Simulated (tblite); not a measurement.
Compound: C3H7BOSi.
Atom-mapped SMILES: `[BH2:1][Si@@H:2]([OH:3])[C:4]#[C:5][CH3:6]` (hydrogens: H7, H8 on B1; H9 on Si2; H10 on O3; H11, H12, H13 on C6)

Computed with GFN2-xTB (tblite), gas phase: L-BFGS steps from a force-field or distance-geometry start until the largest atomic force falls under 0.01 eV/Å.

Step 57: E = -461.8698 eV
```
atom  x, y, z in Å  |  force x, y, z in eV/Å
B1     -2.3696    1.3516   -0.6002   -0.011   0.002  -0.017
Si2    -1.5578   -0.3038    0.0613    0.012   0.012   0.002
O3     -2.0591   -1.5086   -0.9420    0.003   0.055  -0.015
C4      0.3038   -0.2242    0.0352   -0.004   0.008   0.001
C5      1.5028   -0.1175   -0.0226    0.015   0.043   0.013
C6      2.9435    0.0145   -0.0822    0.008  -0.008  -0.001
H7     -1.9322    1.9193   -1.5253   -0.017  -0.020   0.010
H8     -3.2877    1.8455   -0.0694    0.008  -0.010   0.007
H9     -1.8333   -0.7519    1.4462   -0.005   0.005   0.011
H10    -1.6633   -2.3733   -0.8864   -0.009  -0.054  -0.006
H11     3.2388    0.4633   -1.0306   -0.002  -0.009  -0.016
H12     3.2972    0.6503    0.7298   -0.020  -0.008   0.013
H13     3.4125   -0.9648    0.0072    0.022  -0.016  -0.001
```

Step 58: E = -461.8700 eV
```
atom  x, y, z in Å  |  force x, y, z in eV/Å
B1     -2.3718    1.3522   -0.5994   -0.016  -0.015  -0.015
Si2    -1.5571   -0.3005    0.0637    0.009  -0.011   0.013
O3     -2.0572   -1.5047   -0.9414   -0.001   0.066  -0.020
C4      0.3043   -0.2213    0.0389    0.002   0.010  -0.002
C5      1.5033   -0.1163   -0.0204    0.026   0.042   0.011
C6      2.9445    0.0128   -0.0821    0.009  -0.006  -0.001
H7     -1.9397    1.9135   -1.5299   -0.010  -0.005  -0.002
H8     -3.2906    1.8451   -0.0698    0.004  -0.001   0.013
H9     -1.8328   -0.7538    1.4474   -0.005   0.012   0.006
H10    -1.6591   -2.3684   -0.8911   -0.004  -0.057  -0.001
H11     3.2395    0.4613   -1.0311   -0.006  -0.017  -0.008
H12     3.3008    0.6484    0.7291   -0.024  -0.015   0.009
H13     3.4115   -0.9679    0.0071    0.017  -0.004  -0.004
```

Problem. Estimate the geometry and energy of step 59. (The exact step hangs on the optimiser's Hessian estimate; all steps are aligned on step 58, rigid shifts and turns removed.)

Solution. E = -461.8702 eV, largest force 0.077 eV/Å
```
atom  x, y, z in Å  |  force x, y, z in eV/Å
B1     -2.3741    1.3526   -0.5988   -0.021  -0.033  -0.008
Si2    -1.5561   -0.2974    0.0660    0.004  -0.033   0.020
O3     -2.0545   -1.5006   -0.9415   -0.005   0.073  -0.024
C4      0.3050   -0.2179    0.0424    0.011   0.014  -0.003
C5      1.5041   -0.1140   -0.0181    0.029   0.034   0.008
C6      2.9457    0.0111   -0.0820    0.010  -0.002   0.000
H7     -1.9472    1.9077   -1.5343   -0.003   0.011  -0.017
H8     -3.2931    1.8443   -0.0696   -0.001   0.007   0.018
H9     -1.8328   -0.7555    1.4484   -0.003   0.018   0.001
H10    -1.6565   -2.3645   -0.8953    0.000  -0.056   0.004
H11     3.2402    0.4591   -1.0318   -0.007  -0.023   0.003
H12     3.3041    0.6464    0.7288   -0.022  -0.019   0.003
H13     3.4108   -0.9710    0.0070    0.010   0.010  -0.006
```

The energy changes by -0.0003 eV. The first-order estimate −F·Δx gives -0.0003 eV and the mean of the old and new forces, exact on a quadratic surface, -0.0003 eV. The step makes an angle of 80° with the force vector and moves no atom by more than 0.010 Å.

What follows is the cost of the whole relaxation. The run took 1.4 s wall on one thread of an AMD EPYC 7R43, shared host with 256 logical CPUs at a one-minute load of 127.
